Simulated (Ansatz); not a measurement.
Gas-phase electronic energies from Ansatz, PBE0-D4/def2-TZVP geometries. CCSD(T)/CBS is the MP2 limit (def2-TZVPP, def2-QZVPP) plus CCSD(T) − MP2 in def2-TZVPP, frozen cores. This one scheme is used for every species. Functionals use def2-TZVPP. One conformer a species, not always the lowest.

`CO[SiH2]BO` + `C=O` → `O=C[SiH2]BO` + CH₃OH  (formal exchange of groups at the Si–O bond)

`CO[SiH2]BO`:

Z-matrix (Å, degrees):
```
C
O 1 1.408
H 1 1.096 2 111.3
H 1 1.091 2 108.6 3 -119.4
H 1 1.096 2 111.3 3 121.2
Si 2 1.663 1 123.8 3 -61.0
B 6 2.026 2 99.8 1 -180.0
H 6 1.495 2 109.9 1 58.3
H 6 1.495 2 109.9 1 -58.3
O 7 1.348 6 115.1 2 0.0
H 7 1.199 6 127.9 2 -180.0
H 10 0.967 7 111.6 6 -0.0
```

`C=O`:

Cartesian coordinates in Å:
```
C -0.002 -0.004 0.002
O 0.532 0.953 -0.475
H -0.366 -0.845 -0.622
H -0.164 -0.104 1.094
```

`O=C[SiH2]BO`:

Cartesian coordinates in Å:
```
O 0.189 0.580 1.887
C -0.550 1.056 1.048
Si -0.583 0.339 -0.747
B 0.779 -1.180 -0.731
O 1.430 -1.429 0.413
H -1.197 1.909 1.350
H -0.270 1.478 -1.659
H -1.994 -0.061 -1.013
H 1.034 -1.865 -1.682
H 1.162 -0.827 1.134
```

CH₃OH:

Cartesian coordinates in Å:
```
C 0.116 0.320 -0.103
O 0.179 -0.946 0.511
H 1.082 0.801 0.056
H -0.659 0.960 0.336
H -0.056 0.253 -1.185
H -0.663 -1.388 0.385
```

```
      species  PBE-D4 energy (Eh)
 `CO[SiH2]BO`          -506.85884
        `C=O`          -114.42064
`O=C[SiH2]BO`          -505.61787
        CH₃OH          -115.63347
```

(1) Work out ΔE.

Largest T1 diagnostic among the species: 0.017.

## Answers

(1) ΔE = (-505.61787) + (-115.63347) − (-506.85884) − (-114.42064) = 0.02814 Eh = +0.77 eV. CCSD(T)/CBS gives +0.94 eV.

From PBE to PBE0 (25 % exact exchange), in def2-TZVPP and without D4, ΔE moves by +0.07 eV. In def2-TZVPP, CCSD(T) changes the Hartree–Fock value by −0.21 eV (the triples alone add −0.04 eV) and MP2 by −0.16 eV.
